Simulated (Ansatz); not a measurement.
Reactions of C$_{3}$H$_{6}$SSi, SMILES `[SiH3]C1C=CS1`.

Gas-phase electronic energies from Ansatz, PBE0-D4/def2-TZVP geometries. CCSD(T)/CBS adds triple-zeta CCSD(T) − MP2 to the extrapolated MP2 energy (def2 sets, frozen cores). This one scheme is used for every species, atoms too. Open shells (•) are unrestricted, without spin–orbit coupling. Spin–orbit coupling would lower the free atoms: a little for C, S, Si. One conformer a species, not always the lowest.

Task: Order these by ΔE at CCSD(T)/CBS, lowest first. (Best estimate.)
A. `[SiH3]C1C=CS1` → `CC#CS[SiH3]`
B. `[SiH3]C1C=CS1` + CH₄ → `CC1C=CS1` + SiH₄
C. `[SiH3]C1C=CS1` → `C[SiH]1C=CS1`
D. `[SiH3]C1C=CS1` → `C=CC([SiH3])=S`
E. `[SiH3]C1C=CS1` → 3 C• + 6 H• + S• + Si•
F. `[SiH3]C1C=CS1` → `C=C1C[SiH2]S1`

Result: C (-154.2 kJ/mol), F (-119.4 kJ/mol), A (-14.1 kJ/mol), D (+1.7 kJ/mol), B (+41.9 kJ/mol), E (+4114.6 kJ/mol).

Largest T1 diagnostic: 0.017, for `C=CC([SiH3])=S`.
